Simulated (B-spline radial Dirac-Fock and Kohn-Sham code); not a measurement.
**The K (1s) hole of tellurium ions: width and yield against charge**

Model: a relativistic independent-particle model: LDA orbitals of the hole state, radiative multipoles to third order, Auger rates from the Coulomb interaction with a continuum orbital, Dirac-Fock energies. Program: a radial finite-basis atomic code. Tabulated ground configurations, configuration averages; single configurations, so decays that open only by mixing (as 1s 2s² with 1s 2p² in Be-like ions) are missing and such tiny yields are far too low.

```tsv
ion	configuration	radiative (eV)	non-radiative (eV)	yield
Te	[Kr] 4d10 5s2 5p4	8.46	1.20	0.876
Te⁺	[Kr] 4d10 5s2 5p3	8.46	1.20	0.876
Te²⁺	[Kr] 4d10 5s2 5p2	8.45	1.20	0.876
Te³⁺	[Kr] 4d10 5s2 5p1	8.45	1.20	0.876
Te⁴⁺	[Kr] 4d10 5s2	8.44	1.20	0.876
Te⁵⁺	[Kr] 4d10 5s1	8.44	1.20	0.876
Te⁶⁺	[Kr] 4d10	8.45	1.20	0.876
Te⁷⁺	[Kr] 4d9	8.45	1.20	0.876
```

Values without a named source are computed, but for edge energies of neutral atoms, which are taken from tables.
